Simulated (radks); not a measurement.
Species: S5+. Configuration: [Ne] 3s1.

All-electron calculation, Dirac Kohn-Sham, PBE, spin-unpolarised, spherical densities, point nucleus. Program: a radial shooting solver on a logarithmic mesh with Libxc functionals.

Energy parts (hartree):
total: -392.13308
kinetic: 394.01616
electron-nucleus: -902.15567
Hartree: 139.45006
exchange-correlation: -23.44362

Orbitals (lengths in bohr, moments of r in powers of bohr; r(90%) holds 90 % of the orbital's charge):
orbital,occ.,eigenvalue (hartree),<1/r>,r(90%),small-component weight
1s1/2,2,-91.48483,15.66,0.173,3.23e-03
2s1/2,2,-10.70732,3.087,0.745,4.98e-04
2p1/2,2,-8.72379,2.996,0.726,4.77e-04
2p3/2,4,-8.67654,2.975,0.729,4.74e-04
3s1/2,1,-2.96240,0.9907,2.08,1.12e-04

The highest occupied level is 3s1/2 at -80.611 eV. The density falls to 0.001 e/bohr^3 at r = 2.53 bohr.
